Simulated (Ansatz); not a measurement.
# Match the barriers

Saddle point of SnSiH$_{8}$O, closed shell (SnSiH₆ ([SiH3][SnH3]) + H₂O → SnH₄O ([OH][SnH3]) + SiH₄; bonds formed: Sn1–O7, Si2–H6; bonds broken: Sn1–Si2, H6–O7), PBE0-D4/def2-TZVP structure:

Sn1  (-0.743, -1.332, -0.223)
Si2  (0.141, 1.715, 0.005)
H3  (-0.612, -3.018, 0.058)
H4  (-1.776, -0.660, 0.948)
H5  (-1.080, -1.010, -1.850)
H6  (1.123, 0.025, 0.124)
O7  (1.362, -1.092, 0.068)
H8  (-0.127, 2.257, 1.376)
H9  (1.101, 2.665, -0.639)
H10  (-1.150, 1.907, -0.737)
H11  (1.761, -1.457, 0.871)
(Å)

Computed with Ansatz 0.2.0 (basis: def2-TZVPP, with def2-QZVPP for the basis limit); correlated methods freeze the cores. Filled d shells of the heavier atoms are correlated. Core potentials replace the inner electrons of the atoms past krypton. The def2 sets are not built for correlating such inner shells, so the correlated values are less sure here. B3LYP uses VWN-RPA correlation. Extrapolation: Hartree–Fock as exp(−7.88 √X), correlation as X^−2.97. Four methods, as single points on the PBE0-D4 structures, gave these electronic barriers from the start structure: 155.9, 180.9, 204.1, 246.0 kJ/mol.

Q: The methods were, in alphabetical order, B3LYP-D4, BHLYP-D4, HF, PBE-D4. Which gave which? (A judgement: the text doesn't fix the answer.)

A: Computed: PBE-D4 155.9; B3LYP-D4 180.9; BHLYP-D4 204.1; HF 246.0 kJ/mol. For comparison, CCSD(T) at an estimated basis limit (MP2 extrapolated from triple and quadruple zeta, plus CCSD(T) − MP2 in triple zeta) gives 191.1 kJ/mol.

The T1 diagnostic stays at or below 0.015.

Labels in which every atom is bracketed show which atoms are joined, not bond orders.

For scale, one of the runs: CCSD(T)/def2-TZVPP, 235 basis functions, launched by `ansatz run in.yaml --threads 4 --pin off --events-out ev --progress --plain --max-ram 9574MiB`. Time: 2.3 min of wall clock on 4 CPU threads of an Arm Neoverse V1; the host was shared. Peak host memory: 4.5 GiB.
